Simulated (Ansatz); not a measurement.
Cost and result up the ladder for GaH2Et (C₂H₇Ga) (10 atoms). Charge 0, multiplicity 1. Geometry: PBE0-D4/def2-SVP.

```xyz
10

Ga   -0.7051   -0.8064    1.2912
H    -0.2975   -2.3204    1.4689
H    -1.2055   -0.0037    2.5535
C    -0.5186    0.0756   -0.4716
C     0.9028    0.5936   -0.7108
H    -1.2402    0.9063   -0.5392
H    -0.7911   -0.6486   -1.2578
H     1.0013    1.0774   -1.6969
H     1.2035    1.3427    0.0406
H     1.6503   -0.2166   -0.6778
```

Ansatz on 4 threads of Arm Neoverse V2 on a shared host. Times are rough, and most runs start from the orbitals of an earlier one. ωB97X-V/def2-TZVP serves as the yardstick here, not as an exact answer. Differences are given only for rows in sets of like size (and for xTB, whose basis is part of the method), since another set adds its own error. Binding counts from free atoms at the same level (Ga doublet, H doublet, C triplet; other spins of the atoms weren't run), without zero-point energy or a counterpoise term.

The 6-31G sets use Cartesian d functions. B3LYP takes the VWN-RPA correlation. HSE06 is defined as in plane-wave codes, on full-range PBE exchange. Correlated methods freeze 11 core orbitals; core or outer-core shells of Ga are correlated, in sets that lack core-valence functions.

Correlated methods converge slowly with the basis.

```json
{"level": "HF/6-31G", "functions": "61", "wall time": "0.25 s", "binding energy per atom (eV)": "2.53", "difference from ωB97X-V/def2-TZVP (eV)": "–"}
{"level": "PBE-D4/def2-SVP", "functions": "95", "wall time": "0.6 s", "binding energy per atom (eV)": "3.46", "difference from ωB97X-V/def2-TZVP (eV)": "–"}
{"level": "HF/def2-TZVP", "functions": "152", "wall time": "0.65 s", "binding energy per atom (eV)": "2.60", "difference from ωB97X-V/def2-TZVP (eV)": "-0.84"}
{"level": "LDA (SPW92)/def2-TZVP", "functions": "152", "wall time": "0.65 s", "binding energy per atom (eV)": "3.84", "difference from ωB97X-V/def2-TZVP (eV)": "0.40"}
{"level": "B3LYP-D4/6-31G", "functions": "61", "wall time": "0.65 s", "binding energy per atom (eV)": "3.42", "difference from ωB97X-V/def2-TZVP (eV)": "–"}
{"level": "PBE0-D4/def2-SVP", "functions": "95", "wall time": "0.85 s", "binding energy per atom (eV)": "3.45", "difference from ωB97X-V/def2-TZVP (eV)": "–"}
{"level": "MP2/def2-TZVP", "functions": "152", "wall time": "0.95 s", "binding energy per atom (eV)": "3.32", "difference from ωB97X-V/def2-TZVP (eV)": "-0.12"}
{"level": "B3LYP-D4/def2-TZVP", "functions": "152", "wall time": "1.4 s", "binding energy per atom (eV)": "3.42", "difference from ωB97X-V/def2-TZVP (eV)": "-0.02"}
{"level": "BHLYP-D4/def2-TZVP", "functions": "152", "wall time": "1.4 s", "binding energy per atom (eV)": "3.36", "difference from ωB97X-V/def2-TZVP (eV)": "-0.07"}
{"level": "HSE06-D4/def2-TZVP", "functions": "152", "wall time": "1.5 s", "binding energy per atom (eV)": "3.43", "difference from ωB97X-V/def2-TZVP (eV)": "-0.01"}
{"level": "CAM-B3LYP-D4/def2-TZVP", "functions": "152", "wall time": "1.6 s", "binding energy per atom (eV)": "3.44", "difference from ωB97X-V/def2-TZVP (eV)": "0.00"}
{"level": "PBE0-D4/def2-TZVP (with forces)", "functions": "152", "wall time": "1.8 s", "binding energy per atom (eV)": "3.42", "difference from ωB97X-V/def2-TZVP (eV)": "-0.01"}
{"level": "r2SCAN-D4/def2-TZVP", "functions": "152", "wall time": "2.1 s", "binding energy per atom (eV)": "3.43", "difference from ωB97X-V/def2-TZVP (eV)": "0.00"}
{"level": "ωB97X-V/def2-TZVP", "functions": "152", "wall time": "3.9 s", "binding energy per atom (eV)": "3.44", "difference from ωB97X-V/def2-TZVP (eV)": "0.00"}
```
